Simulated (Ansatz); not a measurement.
```xyz
6

B    -0.9332   -0.6763    0.1541
C     0.2677    0.1942   -0.0440
C     1.2363    0.8958   -0.2040
F     2.2509    1.6311   -0.3721
H    -0.7991   -1.7941    0.5511
H    -2.0226   -0.2507   -0.0851
```

Total charge 0; spin multiplicity 1.

Question: List the ωB97M-V/def2-TZVPP orbital energies in eV (the Gaussian-basis code of Ansatz). (Best estimate.)

Answer: The calculation gave: Occupied: -680.34, -284.55, -281.57, -188.41, -39.68, -24.59, -20.93, -18.19, -17.90, -17.89, -13.79, -12.98, -11.04, -10.19. Lowest empty: -0.20, 2.28, 3.24, 3.49, 3.68, 4.01, 4.04, 5.73.
